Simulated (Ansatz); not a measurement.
Isolated molecules relaxed with PBE0-D4/def2-TZVP in Ansatz; ΔE leaves out vibrations. CCSD(T)/CBS is the MP2 limit (def2-TZVPP, def2-QZVPP) plus CCSD(T) − MP2 in def2-TZVPP, frozen cores. DFT in def2-TZVPP. def2 core potentials past Kr. For Sn outer-core shells are correlated without core-valence functions, which leaves a few kJ/mol of doubt a bond.

Consider the isomerisation: `B[CH2][SnH3]` → `[BH2][SnH2][CH3]`.

`B[CH2][SnH3]`:

Z-matrix (Å, degrees):
```
Sn
C 1 2.207
B 1 2.766 2 33.1
H 1 1.704 2 107.2 3 -120.0
H 1 1.704 2 107.1 3 120.6
H 1 1.706 2 112.6 3 0.3
H 2 1.089 1 103.4 3 -121.4
H 2 1.089 1 103.3 3 121.4
H 3 1.200 1 105.9 2 -116.5
H 3 1.200 1 106.0 2 116.5
```

`[BH2][SnH2][CH3]`:

```xyz
10

B    -0.570    1.981    0.321
Sn    0.705    0.130    0.288
C    -0.286   -1.594   -0.519
H    -1.671    1.993   -0.143
H    -0.155    2.992    0.804
H     1.246   -0.248    1.873
H     2.116    0.425   -0.644
H    -1.163   -1.835    0.083
H    -0.607   -1.393   -1.541
H     0.387   -2.451   -0.521
```

```csv
level,ΔE (kJ/mol)
PBE,52.6
MP2/CBS(def2),51.5
```

Problem. What does CCSD(T)/CBS give? (Best estimate.)

Solution. The calculation gave: +48.0 kJ/mol. The listed levels differ from it by 4.6, 3.5 kJ/mol.

Largest T1 diagnostic among the species: 0.012.

Leaving LDA and LC-ωPBE aside and taking each functional with its dispersion term where it has one, the values, not all of them listed here, spread over 12.8 kJ/mol, from ωB97X-V to B97M-V. LDA lies +13.2 kJ/mol from PBE without D4. At CCSD(T), def2-SVP lies +5.2 kJ/mol from the extrapolated value and def2-TZVPP +0.9 kJ/mol.
